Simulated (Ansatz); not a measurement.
MoN(NH2)3 (MoN4H6), relaxed as a singlet with RKS B3LYP-D4/def2-SVP in Ansatz, starting from the GFN2-xTB geometry. Force threshold 0.02 eV/Å.

In the def2 sets Mo takes a core potential; there is no spin–orbit coupling. The restricted singlet is unstable towards broken spin symmetry in Hartree–Fock (as tested in another run); at B3LYP-D4/def2-SVP this wasn't settled.

Start:

```xyz
11

Mo    0.115    0.266   -0.045
N     0.789    1.819   -0.304
N    -1.568    0.648    0.797
N     1.406   -0.593    1.087
N    -0.015   -0.463   -1.816
H    -1.956    1.562    1.031
H    -2.243   -0.065    1.093
H     1.319   -1.551    1.442
H     2.280   -0.206    1.441
H    -0.384   -1.395   -2.032
H     0.258   -0.024   -2.695
```

(1) Estimate the energy that the relaxation releases and the steps that it takes.

(2) Does the start keep its bonding and symmetry?

(3) Predict the relaxed structure.

## Answers

(1) 0.23 eV, in 6 steps; 15 s on 2 threads of Intel Xeon 6975P-C on a shared host. No frequencies were taken in this run, so the end may be a saddle point.

(2) By distances, no bond broke or formed. The bond that changes most is Mo1–N2, from 1.71 to 1.63 Å (atoms count from 1). Point group C3v at the start, C3v at the end, both within 0.05 Å.

(3) 
```xyz
11

Mo    0.1366    0.3149   -0.0528
N     0.7794    1.7973   -0.3014
N    -1.5876    0.6522    0.8065
N     1.4214   -0.6033    1.1011
N    -0.0172   -0.4720   -1.8367
H    -1.9634    1.5692    1.0313
H    -2.2411   -0.0741    1.0944
H     1.3124   -1.5569    1.4418
H     2.2897   -0.2055    1.4480
H    -0.3862   -1.4020   -2.0275
H     0.2561   -0.0198   -2.7047
```
Bond lengths: 4 × Mo–N 1.63 to 1.96 Å; 6 × H–N 1.02 Å.
